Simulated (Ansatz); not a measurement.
Species: Al₂H₄ (charge 0, singlet). 
Structure (B3LYP-D3(BJ)/def2-TZVP (Ansatz, a quantum-chemistry and plane-wave program) minimum search):
```xyz
6

Al    -0.0012    -0.0150     1.2942
Al     0.0012     0.0150    -1.2942
H      1.3472    -0.0315     2.1375
H     -1.3512    -0.0180     2.1352
H      0.0088     1.3738    -2.1207
H     -0.0047    -1.3244    -2.1520
```
Charge 0, spin multiplicity 1.

Wanted: vertical electron affinity (to the doublet state of charge -1; a negative value means that the extra electron is unbound and the number depends on the basis; each state is the SCF solution reached for its spin; the molecule has degenerate orbitals, so one determinant may break the symmetry), in eV. Correlated levels leave the core frozen unless marked. Open shells are spin-unrestricted. Spin-orbit coupling is left out. No relativistic terms. Anions need diffuse functions: aug- sets have them; def2-D sets add few. CBS(X,Y): correlation extrapolated as X^-3; Hartree-Fock from the larger set. [CCSD(T)-MP2]/basis is that difference in the basis named.

| level | program | vertical electron affinity (eV) |
|---|---|---|
| HF/def2-TZVPPD | Ansatz | -0.12 |
| PBE0/def2-TZVPD | Ansatz | 0.61 |
| BHLYP/def2-TZVPD | Ansatz | 0.32 |
| wB97M-V/def2-TZVPD | Ansatz | 0.38 |
| wB97X-V/def2-TZVPD | Ansatz | 0.34 |
| wB97X/def2-TZVPD | Ansatz | 0.35 |
| MP2/aug-cc-pV(D+d)Z | Ansatz | 0.39 |

Task: Predict the RI-MP2/CBS(aug-cc-pV(T+d)Z,aug-cc-pV(Q+d)Z)+[CCSD(T)-MP2]/aug-cc-pV(T+d)Z result (Ansatz).

Result: 0.56 eV, so MP2/aug-cc-pV(D+d)Z differs from it by -0.17 eV.
